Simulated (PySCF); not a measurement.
Start geometry of `C=C1C=C[Se]C(Cl)=C1` from GFN2-xTB (Å):
```
atom  x, y, z in Å
C1    -1.9845    0.3311    0.4471
C2    -0.6957    0.0895    0.1476
C3    -0.2818   -1.2255   -0.3051
C4     0.9527   -1.6115   -0.6321
Se5    2.4899   -0.5216   -0.5846
C6     1.5983    1.0359    0.0143
Cl7    2.6713    2.3711    0.2051
C8     0.2929    1.1439    0.2741
H9    -2.7340   -0.4356    0.3621
H10   -2.3157    1.2973    0.7838
H11   -1.0772   -1.9569   -0.3794
H12    1.1602   -2.6191   -0.9617
H13   -0.0808    2.1021    0.6111
```

Q: What comes out of this run: PBE/def2-SV(P) geometry optimisation, gas phase in PySCF 2.14.0?

A: 
```
atom  x, y, z in Å
C1    -0.9992    1.6569    0.9171
C2     0.3128    1.4086    0.6116
C3     0.7380    0.0838    0.1543
C4     1.9940   -0.3030   -0.1808
Se5    3.5375    0.7977   -0.1355
C6     2.6425    2.3657    0.4716
Cl7    3.7229    3.7175    0.6642
C8     1.3149    2.4695    0.7363
H9    -1.7632    0.8666    0.8261
H10   -1.3292    2.6515    1.2616
H11   -0.0574   -0.6792    0.0747
H12    2.2099   -1.3312   -0.5162
H13    0.9548    3.4547    1.0809
```

The energy falls by 2.7 kcal/mol over 5 energy and gradient evaluations, the largest force component goes from 0.0181 to 2.2e-04 Eh/bohr, and the atoms move by 0.035 Å rms after alignment. Among the bonds, C1–H9 and C1–H10 change most and about equally (+0.027 to +0.028 Å). Bonds longer at the end by more than 0.005 Å: 13 of 13; shorter: 0. Rotational constants go from 1614, 1104, 655.5 to 1582, 1077, 640.6 MHz. The orientation of the end geometry is arbitrary; only internal coordinates are fixed.

The run used 144 basis functions and 39 SCF cycles in all. Time: 65 s wall; peak memory 0.66 GiB. Hardware: one thread, Arm Neoverse V2 (aarch64), shared host with 96 logical CPUs at a one-minute load of 86.

Whether it is a minimum is left open (no frequencies).
